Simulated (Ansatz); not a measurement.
Born–Oppenheimer molecular dynamics of C2H12O3Si3 (20 atoms, charge 0, multiplicity 1). It starts from a relaxed structure.

Theory: Ansatz 0.2.0, RKS r2SCANh/STO-3G.

```json
{
 "ensemble": "NVE (velocity Verlet)",
 "time step": "2 fs",
 "steps asked": "40",
 "starting velocities drawn for": "50 K",
 "seed": "781335"
}
```

First frame:

```xyz
20
Properties=species:S:1:pos:R:3
Si -0.341 -0.309 0.000
O -0.656 -0.750 1.622
C -0.553 0.373 2.532
H -1.292 1.176 2.327
H -0.748 -0.001 3.554
H 0.453 0.845 2.537
O 1.265 0.091 -0.238
Si 2.361 -1.182 -0.473
H 2.295 -1.711 -1.819
H 3.675 -0.622 -0.265
H 2.166 -2.276 0.457
C -1.358 1.155 -0.563
H -2.383 1.101 -0.188
H -0.920 2.095 -0.216
H -1.403 1.195 -1.654
O -0.646 -1.724 -0.838
Si -1.589 -2.923 -0.101
H -0.890 -3.596 0.973
H -2.844 -2.412 0.408
H -1.868 -3.886 -1.140
```

Problem. What does the run give?

Solution. The run went to its last step.

```yaml
steps_done: 40
time_covered: 80 fs
mean_temperature_over_the_second_half: 25 K
spread_of_the_potential_energy_over_the_second_half: 0.4 meV per atom
mean_potential_energy_of_the_second_half_above_the_start: 3.2 meV per atom
```

The conserved energy stayed within 0.54 meV per atom of its start (net change 0.34 meV per atom), so the integration is sound. Over the second half the temperature averaged 0.50 of the 50 K drawn at the start: a run that starts near a minimum puts about half its kinetic energy into the potential. A step of 2 fs is long for free X–H stretches (periods near 10 fs) and can bias their spread and the temperature. A run of 0.08 ps of so small a system gives no equilibrium averages. Limits of this set-up: minimal basis.

Problem. What happens to the structure?

Solution. The same pairs are bonded in the first frame and the last. Pairs count as bonded within 1.25 times the sum of covalent radii (0.12 Å more for H–H). This is one draw of velocities; another would differ in detail.

Problem. How do temperature and energy run in time?

Solution. 
```json
{"time (fs)": "0", "T (K)": "50", "potential energy less start (eV)": "0.000", "conserved less start (meV/atom)": "0.00"}
{"time (fs)": "6", "T (K)": "30", "potential energy less start (eV)": "0.054", "conserved less start (meV/atom)": "0.36"}
{"time (fs)": "12", "T (K)": "29", "potential energy less start (eV)": "0.057", "conserved less start (meV/atom)": "0.38"}
{"time (fs)": "18", "T (K)": "39", "potential energy less start (eV)": "0.028", "conserved less start (meV/atom)": "0.11"}
{"time (fs)": "24", "T (K)": "30", "potential energy less start (eV)": "0.051", "conserved less start (meV/atom)": "0.28"}
{"time (fs)": "30", "T (K)": "25", "potential energy less start (eV)": "0.065", "conserved less start (meV/atom)": "0.32"}
{"time (fs)": "36", "T (K)": "27", "potential energy less start (eV)": "0.058", "conserved less start (meV/atom)": "0.24"}
{"time (fs)": "42", "T (K)": "31", "potential energy less start (eV)": "0.050", "conserved less start (meV/atom)": "0.30"}
{"time (fs)": "48", "T (K)": "23", "potential energy less start (eV)": "0.067", "conserved less start (meV/atom)": "0.26"}
{"time (fs)": "54", "T (K)": "24", "potential energy less start (eV)": "0.065", "conserved less start (meV/atom)": "0.23"}
{"time (fs)": "60", "T (K)": "27", "potential energy less start (eV)": "0.062", "conserved less start (meV/atom)": "0.39"}
{"time (fs)": "66", "T (K)": "24", "potential energy less start (eV)": "0.065", "conserved less start (meV/atom)": "0.29"}
{"time (fs)": "72", "T (K)": "26", "potential energy less start (eV)": "0.060", "conserved less start (meV/atom)": "0.19"}
{"time (fs)": "78", "T (K)": "29", "potential energy less start (eV)": "0.057", "conserved less start (meV/atom)": "0.35"}
```

Time of the run: 3.6 min on 1 thread of AMD EPYC 9R45 96-Core Processor (Zen 5) (shared host), peak memory 0.25 GiB.
